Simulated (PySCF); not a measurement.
**Assigning NMR signals**

Atoms are numbered as in `[CH3:1][CH2:2][CH2:3]/[C:4]([SiH3:5])=[CH:6]\[SiH3:7]` (H(Xn): hydrogen on atom n).

Calculated, not measured (PySCF): geometry: PBE0-D3(BJ)/def2-SVP, PBE0/pcSseg-1 with gauge-including orbitals. No solvent, one computed conformer, no relativistic terms, equivalent nuclei averaged.

δ = σ(ref) − σ, references computed at the same level: 13C (σref 184.41) and 1H (σref 31.27) vs TMS.

Problem. Assign these signals to the numbered atoms. 13C{1H} NMR (computed): δ 172.0 (C), 144.4 (CH), 43.4 (CH2), 23.8 (CH2), 13.3 (CH3).

Solution. 
172.0 → C4, fully substituted alkene carbon
144.4 → C6, alkene CH: the olefinic region
43.4 → C3, allylic sp3 CH2: aliphatic region, no heteroatom directly attached
23.8 → C2, sp3 CH2: saturated and bonded to C and H only
13.3 → C1, methyl carbon: a saturated carbon with 1 carbon neighbour and no heteroatom attached

Problem. Assign these signals to the numbered atoms. 1H NMR (300 MHz, computed): δ 6.60 (q, 1H), 4.18 (s, 3H), 4.16 (d, 3H), 2.39 (t, 2H), 1.52 (m, 2H), 0.88 (t, 3H).

Solution. 
| δ (ppm) | atoms | environment | reason |
| --- | --- | --- | --- |
| 6.60 | H(C6) | hydrogen on an alkene CH | attached to an sp2 carbon and in the plane of the double bond |
| 4.18 | H(Si5) | hydrogen on a silicon bonded to C | – |
| 4.16 | H(Si7) | hydrogen on a silicon bonded to C | – |
| 2.39 | H(C3) | hydrogen on an allylic sp3 CH2 | allylic position |
| 1.52 | H(C2) | hydrogen on an sp3 CH2 | – |
| 0.88 | H(C1) | hydrogen on a methyl carbon | far from electronegative atoms and π systems |

H(Si5) and H(Si7) lie closer than the usual error of such a calculation, so a measured spectrum could show them in the other order.

Shifts are as computed. Against solution values, carbons near 30 ppm lie about +2 ppm off and those near 130 ppm about +5 ppm. Of 1309 compounds with measured shifts, 239 miss one by over three times the rms of a fit or turn the order of signals round; such compounds aren't used in these exercises. No couplings were computed; multiplicities are counted from neighbouring protons, with m where these are inequivalent, close in shift, in a saturated or five-membered ring or joined by F or P, and br s for small geminal =CH2 splittings.
